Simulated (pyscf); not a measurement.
**H₂C=NH₂⁺, singlet**

Gas-phase minimum from PySCF at ωB97X-D3(BJ)/def2-SVP, one conformer. 

SMILES: C=[NH2+]
```xyz
6

C      0.3186    -0.5731     0.5377
N      1.3374     0.0062     0.0321
H      0.0200    -0.3477     1.5695
H     -0.2525    -1.2929    -0.0625
H      1.6442    -0.1810    -0.9287
H      1.8936     0.6839     0.5648
```
Charge +1, spin multiplicity 1.

Bonds (Å): C1–N2 1.276, C1–H3 1.098, C1–H4 1.098, N2–H5 1.026, N2–H6 1.026. Angles (°): N2–C1–H3 119.8, N2–C1–H4 119.8, H3–C1–H4 120.5, C1–N2–H5 121.8, C1–N2–H6 121.8, H5–N2–H6 116.4.

Properties at ωB97X-D3(BJ)/def2-SVP:

```
Item                                                                                                                                                                                      Result
---------------------------------------------------------------------------------------------------------------------  -------------------------------------------------------------------------
Harmonic wavenumbers, unscaled                                                                                         947, 955, 1076, 1175, 1333, 1444, 1570, 1794, 3173, 3304, 3494, 3599 cm⁻¹
Zero-point energy                                                                                                                                                                  34.1 kcal/mol
Rotational symmetry number                                                                                                                                                                     2
Entropy of this conformer at 298 K and 1 atm, rigid rotor and harmonic oscillator, modes under 100 cm⁻¹ raised to 100                                                            224.6 J/(mol K)
Dipole moment                                                                                                                                                                  depends on origin
```

Single-point totals, which compare only within one level (frozen core for MP2 and CC):

| level | total energy (hartree) |
|---|---|
| ωB97X-D3(BJ)/def2-TZVP | -95.04913 |
| PBE/def2-TZVP | -94.88655 |
| r²SCAN/def2-TZVP | -94.95027 |
| B3LYP-D3(BJ)/def2-TZVP | -95.01858 |
| PBE0-D3(BJ)/def2-TZVP | -94.89667 |
| M06-2X/def2-TZVP | -94.96036 |
| ωB97M-D3(BJ)/def2-TZVP | -95.03181 |
| HF/def2-TZVPP | -94.42534 |
| MP2/def2-TZVPP | -94.78266 |
| CCSD/def2-TZVPP | -94.80480 |
| CCSD(T)/def2-TZVPP | -94.81933 |

The CCSD(T) − MP2 part came from Ansatz, without density fitting, on the same reference.
